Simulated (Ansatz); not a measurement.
`[AlH2][SiH2][O][AlH][SiH3]` and `[AlH2][O][SiH2][AlH2]` differ in one atom or group.

Ansatz, PBE0-D4/def2-TZVP geometries, multiplicity 1. Each molecule was computed in one conformer, which needn't be the lowest.

```json
{"property": "HOMO–LUMO gap (PBE/def2-TZVPP) / eV", "`[AlH2][SiH2][O][AlH][SiH3]`": "4.10"}
{"property": "ideal-gas entropy at 298 K and 1 bar (rigid rotor, harmonic PBE0-D4/def2-TZVP) / J/(mol·K)", "`[AlH2][SiH2][O][AlH][SiH3]`": "381"}
{"property": "HOMO energy (PBE/def2-TZVPP) / eV", "`[AlH2][SiH2][O][AlH][SiH3]`": "-6.12"}
{"property": "HOMO–LUMO gap (PBE0/def2-TZVPP) / eV", "`[AlH2][SiH2][O][AlH][SiH3]`": "5.92"}
{"property": "HOMO energy (ωB97M-V/def2-TZVPP) / eV", "`[AlH2][SiH2][O][AlH][SiH3]`": "-9.17"}
{"property": "HOMO–LUMO gap (B3LYP/def2-TZVPP) / eV", "`[AlH2][SiH2][O][AlH][SiH3]`": "5.66"}
```

**Question.** What does the change do to each property? (Best estimate.)

**Answer.** The calculation gave: 
```csv
property,`[AlH2][O][SiH2][AlH2]`,shift
HOMO–LUMO gap (PBE/def2-TZVPP) / eV,3.27,-0.83
"ideal-gas entropy at 298 K and 1 bar (rigid rotor, harmonic PBE0-D4/def2-TZVP) / J/(mol·K)",400,19
HOMO energy (PBE/def2-TZVPP) / eV,-6.06,0.06
HOMO–LUMO gap (PBE0/def2-TZVPP) / eV,5.11,-0.81
HOMO energy (ωB97M-V/def2-TZVPP) / eV,-9.14,0.03
HOMO–LUMO gap (B3LYP/def2-TZVPP) / eV,4.74,-0.92
```

With PBE0 the HOMO rises by 0.05 eV and the LUMO falls by 0.76 eV, so the gap narrows by about 0.81 eV. PBE moves the HOMO by 0.06 eV and ωB97M-V by 0.03 eV. The zero-point energy changes by -56.1 kJ/mol with -9 modes. Modes under 60 cm⁻¹, often nearly free rotors, make the harmonic entropy too high.

B3LYP here is the variant with VWN-RPA as its local correlation; programs differ in this.
